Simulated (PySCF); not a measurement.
**Structure revision by computed shifts**

A compound C₃H₇FOSi gives the data below (simulated from a calculation) and was assigned the structure `C=C[C@H](F)[SiH2]O`.

13C{1H} NMR (computed): δ 156.3 (CH), 109.7 (CH), 83.4 (CH2).

1H NMR (600 MHz, computed): δ 6.80 (m, 1H), 5.24 (m, 1H), 5.11 (m, 2H), 4.98 (s, 3H).

- coordinates at the GFN2-xTB level
- PBE0/pcSseg-1 with gauge-including orbitals
- run in PySCF 2.14.0 with density-fitted response routines
- no solvent, relativity neglected, one computed conformer, averaged over atoms made equivalent by symmetry, fast rotation or ring inversion

Chemical shifts δ = σref − σ; 1H (σ = 31.72 ppm), 13C (σ = 186.93 ppm) vs TMS, all at this level.

Problem. Compare with the shifts computed for the proposed structure, pairing carbons in order of shift.

Solution. Atom-mapped SMILES (the numbers label the heavy atoms): `[CH2:1]=[CH:2][C@H:3]([F:4])[SiH2:5][OH:6]`. Each H is labelled by its parent atom.

```tsv
atom	computed for proposal	given list	difference
C2	142.8	156.3	-13.5
C1	116.5	109.7	+6.8
C3	95.8	83.4	+12.4
```

The rms difference is 11.3 ppm and the largest -13.5 ppm at C2 (alkene CH). The carbon types in order of shift don't match either: CH, CH2, CH for the proposal against CH, CH, CH2 in the data. The proposal doesn't fit.

Problem. Which isomer fits?

Solution. SMILES FC/C=C/O[SiH3].

1. Carbon types of the structure: 2 × CH, 1 × CH2, leaving 3 H on heteroatoms.
2. δC 156.3: alkene carbon bearing oxygen; an sp2 carbon further deshielded by the attached heteroatom.
3. δC 109.7: β carbon of an enol-ether or enamine type C=C; the O or N lone pair pushes π density onto this β carbon and shields it.
4. δC 83.4: allylic sp3 CH2 bonded to F; the inductive effect lowers its shielding.
5. δH 6.80: hydrogen on an alkene carbon bearing oxygen; a vinylic proton, deshielded by the sp2 carbon and the C=C anisotropy.

This is the structure that produced the data.

Splittings by 19F in the carbon and heteronuclear signals aren't shown, as no couplings were computed. Shifts are as computed. Against solution values, carbons near 30 ppm lie about +3 ppm off and those near 130 ppm about +5 ppm (rms about the fit 2.1 ppm; single classes can miss by 10 ppm). Of 1328 compounds with measured shifts, 309 miss one by over three times the rms of a fit or turn the order of signals round; such compounds aren't used in these exercises. Signals without a measured value on file couldn't be tested in this way; 1H shifts scatter by 0.2 ppm about their fit, and single ones miss by 0.5 ppm. Multiplicities follow the n + 1 count of equivalent neighbours, as no J values were calculated; m marks all less simple cases, F and P coupling included.
